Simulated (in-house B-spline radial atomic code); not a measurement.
How numerical settings move a run on Ge+, [Ar] 3d10 4s2 4p1. Computed with a B-spline radial code for spherical atoms: Dirac-Kohn-Sham PBE0, spherical fractional occupations, Fermi nucleus of rms radius 4.0742 fm.

Command:
```bash
python run_scf.py task.json out
```
Settings of the sound reference run:
```
Z                32
electrons        31
configuration    [Ar] 3d10 4s2 4p1
hamiltonian      dirac
method           pbe0
spin_polarised   False
nucleus          fermi
rms_radius       4.0742
mass_number      74
atomic_mass      73.92118
speed_of_light   137.036
knot_spacing     0.22
spline_order     8
gauss_points     12
box_radius       35.29
max_iterations   70
damping          0.5
damped_steps     3
diis_vectors     10
tolerance        1e-08
start            Thomas-Fermi
```

Run time, properties included: 1.6 s on 1 thread of Intel(R) Xeon(R) 6975P-C (shared host).

It converges in 9 iterations to -2098.618150 hartree, with 4p3/2 at -10.5737 eV. The other runs change the listed settings, some to values that make no sense; their results aren't properties of the atom or ion. Radii are in bohr (the nuclear one in fm), a minus after a letter asks for a j subshell, and «unchanged» means within 1e-8 hartree. The run stops when the residual is below 10 × tolerance × max(1, Z/10), or a noise floor if that is larger, and the energy moves by less than 1e-8 × √|E| hartree; so very loose and very tight tolerances often act alike.

| changed settings | outcome |
| --- | --- |
| knot_spacing = 0.75 | converged in 10 iterations, energy +1.08e+00 hartree from the reference, 4p3/2 level -8.7e-03 eV |
| knot_spacing = 1 | converged in 9 iterations, energy +2.44e+01 hartree from the reference, 4p3/2 level -4.4e-01 eV (the program warns: 2s1/2 reaches the box edge; 2p1/2 reaches the box edge) |
| gauss_points = 8, max_iterations = 12, diis_vectors = 1 | not converged after 12 iterations, last residual 2.5e-02, last energy +1.48e-02 hartree from the reference |
| gauss_points = 8, first_knot = 0.00937, max_iterations = 75, start = bare nucleus | converged in 11 iterations, energy +8.34e-02 hartree from the reference, 4p3/2 level +2.7e-04 eV |
| method = hf, speed_of_light = 28.80497 | converged in 11 iterations to -2985.7707 hartree, a different physical problem |
| knot_spacing = 0.4 | converged in 10 iterations, energy +2.59e-04 hartree from the reference, 4p3/2 level -1.9e-04 eV |
| knot_spacing = 0.55 | converged in 10 iterations, energy +3.85e-02 hartree from the reference, 4p3/2 level -3.9e-03 eV |
| knot_spacing = 0.1 | converged in 9 iterations, energy -9.25e-07 hartree from the reference, 4p3/2 level -7.3e-07 eV |
| damping = 0.95 | converged in 10 iterations, energy unchanged, 4p3/2 level +7.3e-06 eV |
| start = bare nucleus | converged in 11 iterations, energy unchanged, 4p3/2 level +4.9e-06 eV |
| damping = 0.2 | converged in 10 iterations, energy unchanged, 4p3/2 level +7.9e-06 eV |
| gauss_points = 16, box_radius = 70.58, max_iterations = 100, diis_vectors = 20 | converged in 9 iterations, energy unchanged |
| knot_spacing = 1.4 | converged in 9 iterations, energy +1.55e+02 hartree from the reference, 4p3/2 level -1.5e+00 eV (the program warns: 4p3/2 reaches the box edge; 1s1/2 reaches the box edge) |
| knot_spacing = 0.15 | converged in 9 iterations, energy -9.14e-07 hartree from the reference, 4p3/2 level -6.7e-07 eV |

What happens with damping = 0.8?

Converged in 10 iterations, energy unchanged, 4p3/2 level +5.2e-06 eV.

What happens with knot_spacing = 1.4, max_iterations = 50, damping = 0.8?

Converged in 10 iterations, energy +1.55e+02 hartree from the reference, 4p3/2 level -1.5e+00 eV (the program warns: 4p3/2 reaches the box edge; 1s1/2 reaches the box edge).

What happens with knot_spacing = 2?

Converged in 9 iterations, energy +3.92e+02 hartree from the reference, 4p3/2 level -2.1e+00 eV (the program warns: 4p3/2 reaches the box edge; 1s1/2 reaches the box edge).

What happens with knot_spacing = 0.55, spline_order = 5, max_iterations = 50?

Converged in 10 iterations, energy +1.81e-01 hartree from the reference, 4p3/2 level -3.8e-03 eV.
